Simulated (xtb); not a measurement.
xtb input (GFN2-xTB):

```bash
xtb mol.xyz --gfn 2 --sp --chrg 0 --uhf 0
```
mol.xyz:
```
9

N      1.26736736    -0.55935597     0.30026799
B      0.00874462     0.01775078    -0.00501333
N     -1.20558041    -0.71747049     0.12404994
O      0.02507383     1.33664433    -0.43591942
H      2.11659022    -0.03244929     0.20583263
H      1.39675246    -1.50047802     0.62075594
H     -2.11099946    -0.33779887    -0.08392761
H     -1.23844366    -1.67181460     0.43391019
H     -0.84072202     1.69841744    -0.63437468
```

Output:

```
           -------------------------------------------------
          |                Calculation Setup                |
           -------------------------------------------------

           -------------------------------------------------
          |                 G F N 2 - x T B                 |
           -------------------------------------------------

        Reference                      10.1021/acs.jctc.8b01176
      * Hamiltonian:
        H0-scaling (s, p, d)           1.850000    2.230000    2.230000
        zeta-weighting                 0.500000
      * Dispersion:
        s8                             2.700000
        a1                             0.520000
        a2                             5.000000
        s9                             5.000000
      * Repulsion:
        kExp                           1.500000    1.000000
        rExp                           1.000000
      * Coulomb:
        alpha                          2.000000
        third order                    shell-resolved
        anisotropic                    true
        a3                             3.000000
        a5                             4.000000
        cn-shift                       1.200000
        cn-exp                         4.000000
        max-rad                        5.000000

          ...................................................
          :                      SETUP                      :
          :.................................................:
          :  # basis functions                  21          :
          :  # atomic orbitals                  21          :
          :  # shells                           13          :
          :  # electrons                        24          :
          :  max. iterations                   250          :
          :  Hamiltonian                  GFN2-xTB          :
          :  restarted?                      false          :
          :  GBSA solvation                  false          :
          :  PC potential                    false          :
          :  electronic temp.          300.0000000     K    :
          :  accuracy                    1.0000000          :
          :  -> integral cutoff          0.2500000E+02      :
          :  -> integral neglect         0.1000000E-07      :
          :  -> SCF convergence          0.1000000E-05 Eh   :
          :  -> wf. convergence          0.1000000E-03 e    :
          :  Broyden damping             0.4000000          :
          :  net charge                          0          :
          :  unpaired electrons                  0          :
          ...................................................

 iter      E             dE          RMSdq      gap      omega  full diag
   1    -13.8190945 -0.138191E+02  0.689E+00    7.99       0.0  T
   2    -13.9014555 -0.823610E-01  0.428E+00    6.49       1.0  T
   3    -13.8990687  0.238672E-02  0.156E+00    7.88       1.0  T
   4    -13.9109578 -0.118891E-01  0.483E-01    7.21       1.0  T
   5    -13.9125482 -0.159037E-02  0.221E-01    7.41       1.0  T
   6    -13.9126783 -0.130150E-03  0.939E-02    7.31       1.0  T
   7    -13.9127453 -0.669083E-04  0.363E-02    7.35       1.0  T
   8    -13.9127616 -0.163280E-04  0.446E-03    7.33       7.5  T
   9    -13.9127616  0.351758E-08  0.199E-03    7.34      16.8  T
  10    -13.9127616 -0.197480E-07  0.579E-04    7.34      57.5  T
  11    -13.9127616 -0.271021E-08  0.297E-04    7.34     112.2  T

   *** convergence criteria satisfied after 11 iterations ***

         #    Occupation            Energy/Eh            Energy/eV
      -------------------------------------------------------------
         1        2.0000           -0.6500686             -17.6893
       ...           ...                  ...                  ...
         6        2.0000           -0.5113857             -13.9155
         7        2.0000           -0.4844695             -13.1831
         8        2.0000           -0.4561154             -12.4115
         9        2.0000           -0.4551977             -12.3866
        10        2.0000           -0.4348419             -11.8326
        11        2.0000           -0.3862089             -10.5093
        12        2.0000           -0.3592943              -9.7769 (HOMO)
        13                         -0.0897226              -2.4415 (LUMO)
        14                          0.0253455               0.6897
        15                          0.1028821               2.7996
        16                          0.1514899               4.1223
        17                          0.2049106               5.5759
       ...                                ...                  ...
        21                          0.5780179              15.7287
      -------------------------------------------------------------
                  HL-Gap            0.2695718 Eh            7.3354 eV
             Fermi-level           -0.2245084 Eh           -6.1092 eV

 SCC (total)                   0 d,  0 h,  0 min,  0.005 sec
 SCC setup                      ...        0 min,  0.000 sec (  1.878%)
 Dispersion                     ...        0 min,  0.000 sec (  0.880%)
 classical contributions        ...        0 min,  0.000 sec (  0.357%)
 integral evaluation            ...        0 min,  0.001 sec ( 13.211%)
 iterations                     ...        0 min,  0.002 sec ( 52.477%)
 molecular gradient             ...        0 min,  0.001 sec ( 28.694%)
 printout                       ...        0 min,  0.000 sec (  2.304%)

         :::::::::::::::::::::::::::::::::::::::::::::::::::::
         ::                     SUMMARY                     ::
         :::::::::::::::::::::::::::::::::::::::::::::::::::::
         :: total energy             -13.770846397059 Eh    ::
         :: gradient norm              0.013492081444 Eh/a0 ::
         :: HOMO-LUMO gap              7.335420870087 eV    ::
         ::.................................................::
         :: SCC energy               -13.912760031109 Eh    ::
         :: -> isotropic ES            0.079850955573 Eh    ::
         :: -> anisotropic ES          0.005558335745 Eh    ::
         :: -> anisotropic XC          0.002272018803 Eh    ::
         :: -> dispersion             -0.003182680629 Eh    ::
         :: repulsion energy           0.141913634050 Eh    ::
         :: add. restraining           0.000000000000 Eh    ::
         :: total charge               0.000000000000 e     ::
         :::::::::::::::::::::::::::::::::::::::::::::::::::::

           -------------------------------------------------
          |                Property Printout                |
           -------------------------------------------------

    * Orbital Energies and Occupations

         #    Occupation            Energy/Eh            Energy/eV
      -------------------------------------------------------------
         1        2.0000           -0.6500686             -17.6893
         2        2.0000           -0.5824820             -15.8501
         3        2.0000           -0.5767466             -15.6941
         4        2.0000           -0.5482261             -14.9180
         5        2.0000           -0.5146695             -14.0049
         6        2.0000           -0.5113857             -13.9155
         7        2.0000           -0.4844695             -13.1831
         8        2.0000           -0.4561154             -12.4115
         9        2.0000           -0.4551977             -12.3866
        10        2.0000           -0.4348419             -11.8326
        11        2.0000           -0.3862089             -10.5093
        12        2.0000           -0.3592943              -9.7769 (HOMO)
        13                         -0.0897226              -2.4415 (LUMO)
Note: The following floating-point exceptions are signalling: IEEE_UNDERFLOW_FLAG IEEE_DENORMAL
normal termination of xtb
        14                          0.0253455               0.6897
        15                          0.1028821               2.7996
        16                          0.1514899               4.1223
        17                          0.2049106               5.5759
        18                          0.2595526               7.0628
        19                          0.3673249               9.9954
        20                          0.5113556              13.9147
        21                          0.5780179              15.7287
      -------------------------------------------------------------
                  HL-Gap            0.2695718 Eh            7.3354 eV
             Fermi-level           -0.2245084 Eh           -6.1092 eV

     #   Z          covCN         q      C6AA      α(0)
     1   7 N        2.561    -0.377    29.770     8.103
     2   5 B        2.466     0.392    18.180     7.569
     3   7 N        2.561    -0.396    30.297     8.175
     4   8 O        1.592    -0.501    22.961     6.467
     5   1 H        0.861     0.162     1.322     1.801
     6   1 H        0.861     0.148     1.416     1.864
     7   1 H        0.861     0.146     1.430     1.873
     8   1 H        0.860     0.146     1.427     1.871
     9   1 H        0.805     0.281     0.780     1.387

 Mol. C6AA /au·bohr⁶  :        651.482715
 Mol. C8AA /au·bohr⁸  :      14137.161325
 Mol. α(0) /au        :         39.109879

Wiberg/Mayer (AO) data.
largest (>0.10) Wiberg bond orders for each atom

 ---------------------------------------------------------------------------
     #   Z sym  total        # sym  WBO       # sym  WBO       # sym  WBO
 ---------------------------------------------------------------------------
     1   7 N    3.237 --     2 B    1.203     6 H    0.967     5 H    0.962
     2   5 B    3.469 --     1 N    1.203     3 N    1.172     4 O    1.079
     3   7 N    3.207 --     2 B    1.172     8 H    0.967     7 H    0.965
     4   8 O    2.082 --     2 B    1.079     9 H    0.902
     5   1 H    0.974 --     1 N    0.962
     6   1 H    0.978 --     1 N    0.967
     7   1 H    0.979 --     3 N    0.965
     8   1 H    0.979 --     3 N    0.967
     9   1 H    0.921 --     4 O    0.902
 ---------------------------------------------------------------------------

Topologies differ in total number of bonds
Writing topology from bond orders to xtbtopo.mol

molecular dipole:
                 x           y           z       tot (Debye)
 q only:       -0.350      -0.398       0.098
   full:       -0.566      -0.479       0.105       1.903
molecular quadrupole (traceless):
                xx          xy          yy          xz          yz          zz
 q only:        2.477      -2.184      -0.484       1.163      -0.819      -1.993
  q+dip:        4.167      -2.730      -0.642       1.661      -1.397      -3.525
   full:        3.944      -2.947      -0.484       1.707      -1.456      -3.460

           -------------------------------------------------
          | TOTAL ENERGY              -13.770846397059 Eh   |
          | GRADIENT NORM               0.013492081444 Eh/α |
          | HOMO-LUMO GAP               7.335420870087 eV   |
           -------------------------------------------------

------------------------------------------------------------------------
------------------------------------------------------------------------
 total:
 SCF:
```
